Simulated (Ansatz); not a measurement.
`CSC([SiH3])S` + H–F → `CSC(F)[SiH3]` + H₂S  (substitution at a C–S bond)

Computed with Ansatz on PBE0-D4/def2-TZVP structures; ΔE is electronic, products minus reactants. CCSD(T)/CBS is the MP2 limit (def2-TZVPP, def2-QZVPP) plus CCSD(T) − MP2 in def2-TZVPP, frozen cores. This one scheme is used for every species. Functionals use def2-TZVPP. B3LYP here is the variant with VWN-RPA as its local correlation; programs differ in this. One conformer a species, not always the lowest.

`CSC([SiH3])S`:

Cartesian coordinates in Å:
```
C 0.171 -1.892 -1.034
S 0.749 -1.270 0.551
C -0.405 0.107 0.808
Si -0.011 1.599 -0.278
S -0.395 0.617 2.541
H -0.865 -2.230 -0.967
H 0.271 -1.151 -1.828
H 0.801 -2.750 -1.274
H -1.426 -0.249 0.636
H -1.098 2.608 -0.178
H 0.140 1.200 -1.704
H 1.268 2.175 0.207
H 0.797 1.237 2.518
```

H–F:

Z-matrix (Å, degrees):
```
F
H 1 0.920
```

`CSC(F)[SiH3]`:

```xyz
12

C     0.818   -0.814   -1.993
S     0.620   -1.039   -0.217
C    -0.068    0.526    0.256
F     0.888    1.547    0.264
Si   -0.856    0.360    1.984
H     1.258   -1.733   -2.382
H     1.493    0.017   -2.200
H    -0.146   -0.649   -2.476
H    -0.827    0.819   -0.478
H    -2.136   -0.380    1.846
H     0.068   -0.374    2.882
H    -1.113    1.722    2.514
```

H₂S:

Z-matrix (Å, degrees):
```
S
H 1 1.341
H 1 1.341 2 92.3
```

```json
{"level": "PBE-D4", "ΔE (eV)": "0.35"}
{"level": "ωB97X-V", "ΔE (eV)": "0.27"}
{"level": "PBE", "ΔE (eV)": "0.25"}
{"level": "B3LYP", "ΔE (eV)": "0.15"}
{"level": "HF/def2-QZVPP", "ΔE (eV)": "0.12"}
{"level": "MP2/def2-QZVPP", "ΔE (eV)": "0.63"}
{"level": "SCS-MP2/def2-QZVPP", "ΔE (eV)": "0.50"}
{"level": "MP2/CBS(def2)", "ΔE (eV)": "0.66"}
```

Q: What does CCSD(T)/CBS give? (Best estimate.)

A: Ansatz gave: +0.48 eV. The listed levels differ from it by -0.13, -0.21, -0.23, -0.33, -0.36, 0.15, 0.02, 0.18 eV.

Largest T1 diagnostic among the species: 0.012.

The D4 term adds +0.16 eV with B3LYP and +0.08 eV with PBE0; it sums over pairs of atoms, weighted by their polarisabilities, and B3LYP, whose exchange is more repulsive, gets the larger term. From PBE to PBE0 (25 % exact exchange), in def2-TZVPP and without D4, ΔE moves by +0.06 eV. In def2-TZVPP, CCSD(T) changes the Hartree–Fock value by +0.30 eV (the triples alone add +0.05 eV) and MP2 by +0.47 eV.
